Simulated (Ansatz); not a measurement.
Consider the cleavage of the B–B bond: `C=CBB(C)F` + HBr → `C=CBBr` + `CBF`.

Isolated molecules relaxed with PBE0-D4/def2-TZVP in Ansatz; ΔE leaves out vibrations. CBS: MP2 limit from def2 TZ/QZ plus the TZ coupled-cluster correction, frozen cores. This one scheme is used for every species. Functionals use def2-TZVPP. For Br outer-core shells are correlated without core-valence functions, which leaves a few kJ/mol of doubt a bond. Scalar relativity is left out up to krypton. One conformer a species, not always the lowest.

`C=CBB(C)F`:

```xyz
13

C     2.481   -1.104    0.496
C     1.468   -0.582   -0.207
B     0.027   -0.610    0.341
B    -1.331    0.021   -0.443
C    -1.877    1.475   -0.246
F    -2.036   -0.772   -1.266
H     3.506   -1.118    0.133
H     2.306   -1.544    1.474
H     1.705   -0.156   -1.181
H    -0.101   -1.092    1.439
H    -2.285    1.883   -1.175
H    -2.713    1.421    0.465
H    -1.150    2.177    0.169
```

HBr:

Cartesian coordinates in Å:
```
Br -0.119 0.288 0.638
H 0.119 -0.288 -0.638
```

`C=CBBr`:

```xyz
8

C     1.032    0.819    0.053
C    -0.032    0.148    0.509
B    -0.809   -0.773   -0.430
Br   -2.332   -1.745    0.191
H     1.618    1.485    0.680
H     1.354    0.719   -0.980
H    -0.324    0.273    1.549
H    -0.507   -0.925   -1.573
```

`CBF`:

Z-matrix (Å, degrees):
```
C
B 1 1.553
H 1 1.096 2 109.6
H 1 1.091 2 114.0 3 122.5
H 1 1.096 2 109.7 3 -114.9
F 2 1.327 1 120.6 3 -122.2
H 2 1.202 1 123.5 3 57.8
```

```tsv
level	ΔE (kJ/mol)	difference from CCSD(T)/CBS
r2SCAN-D4	-122.7	0.4
PBE0-D4	-118.2	4.9
B2PLYP	-124.5	-1.4
PBE0	-119.3	3.8
HF/def2-TZVPP	-126.7	-3.6
CCSD(T)/def2-TZVPP	-122.3	0.8
MP2/def2-QZVPP	-132.8	-9.7
SCS-MP2/def2-QZVPP	-129.0	-5.9
HF/CBS(def2)	-126.0	-2.9
CCSD/CBS(def2)	-122.0	1.1
CCSD(T)/CBS	-123.1	0
```

Largest T1 diagnostic among the species: 0.012.
